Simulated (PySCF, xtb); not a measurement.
Cl₃Sb, SMILES [Cl][Sb]([Cl])[Cl] (connectivity only; charge and spin as stated), charge -1, multiplicity 2.

Harmonic wavenumbers (cm⁻¹) from GFN2-xTB (xtb) at its own minimum, in rising order: 20, 60, 99, 190, 225, 291.

Problem. What does r2SCAN-D4/def2-SVPD in PySCF 2.14.0 give at its own minimum? (Estimate from the structure and the level; the computed values follow.)

Solution. 42, 62, 111, 222, 230, 318. Paired by order, the mean absolute difference is 17 cm⁻¹ and the zero-point energies are 1.3 and 1.4 kcal/mol.
